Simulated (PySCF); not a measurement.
Dipole moment and polarisability of `CC(=O)C#C[SiH2][SiH3]`

Species: C₄H₈OSi₂.
Structure used (GFN2-xTB), in Å, numbered top down from 1:
```
atom  x, y, z in Å
C1     3.1937    0.4650    0.3975
C2     2.3688    0.2997   -0.8569
O3     2.7639    0.5710   -1.9661
C4     1.0520   -0.2158   -0.6003
C5    -0.0580   -0.6577   -0.4059
Si6   -1.7887   -1.2507   -0.1098
Si7   -3.2246    0.5644   -0.1578
H8     2.6953    1.1607    1.0708
H9     3.2782   -0.4933    0.9072
H10    4.1823    0.8396    0.1447
H11   -1.7292   -1.9528    1.1811
H12   -2.0321   -2.2591   -1.1489
H13   -3.5108    1.0555    1.1937
H14   -4.5102    0.1943   -0.7570
H15   -2.6849    1.6872   -0.9256
```

Level: CAM-B3LYP/def2-SVPD (PySCF), static field, nuclei fixed, core orbitals frozen in the response. The polarisability tensor in these axes (au):

```
x   144.79   7.81  -7.34
y     7.81  93.38  -3.35
z    -7.34  -3.35  91.34
```

Question: What are the eigenvalues, a third of the trace, and Δα (Δα² = ½Σ(αi − αj)² over the three pairs)?

Answer: Principal values 88.81, 93.66 and 147.03 au; mean 109.83 au = 16.28 Å³ = 18.11 × 10⁻⁴⁰ C²·m²/J; Δα = 55.95 au (51 % of the mean).

Question: What is the dipole moment, and where does it point?

Answer: (-1.62, -0.53, 2.88) D, 3.35 D in size, pointing from the negative to the positive side. Measured along this direction, the outermost atoms are O3 at the negative end and H13 at the positive end.

Question: Find the Langevin capture rate constant for NH4+ (18.034 u) meeting this molecule (128.011 u), k = 2.342 × 10⁻⁹ cm³/s × √(α in Å³ / reduced mass in u).

Answer: The reduced mass is 15.81 u, so k = 2.38 × 10⁻⁹ cm³/s. The formula leaves out the permanent dipole, which adds to the capture rate.

Question: Orientational against electronic polarisability at 350 K (dilute gas, rigid molecules)?

Answer: In Gaussian units μ²/3kT = 77.28 Å³ against 16.28 Å³, a ratio of 4.75; the Debye molar polarisation (4π/3)N_A(α + μ²/3kT) is 236.0 cm³/mol, leaving out the vibrational part.

Question: Sum over states: ᾱ = Σ f/ω², ω in Eh. What share falls to these 8 lowest TDDFT singlets (eV, f)? 3.99, 0.0004; 4.82, 0.0006; 5.49, 0.1899; 6.33, 0.0056; 7.01, 0.0509; 7.14, 0.0578; 7.28, 0.3336; 7.40, 0.0100.

Answer: They add up to 11.20 au, 10.2 % of the 109.83 au; the largest single term is 4.66 au, from the state at 5.49 eV. Terms in order: 0.02, 0.02, 4.66, 0.10, 0.77, 0.84, 4.66, 0.13 au. Higher excitations give the rest. The strengths listed sum to 0.649.

Question: Directions of the eigenvectors, and the extent of the frame along each?

Answer: Largest value along (0.98, 0.15, -0.14), where the nuclei span 8.48 Å; middle along (-0.20, 0.82, -0.54), 4.30 Å; least along (0.03, 0.56, 0.83), 3.89 Å. The response follows the extents in order.

Isolated species at its GFN2-xTB geometry, gas phase.

These values come from a run that also computed excited states. On one thread of an Arm Neoverse N1, no GPU, shared host, this took 86 s of wall time and 0.98 GiB of memory at its peak.
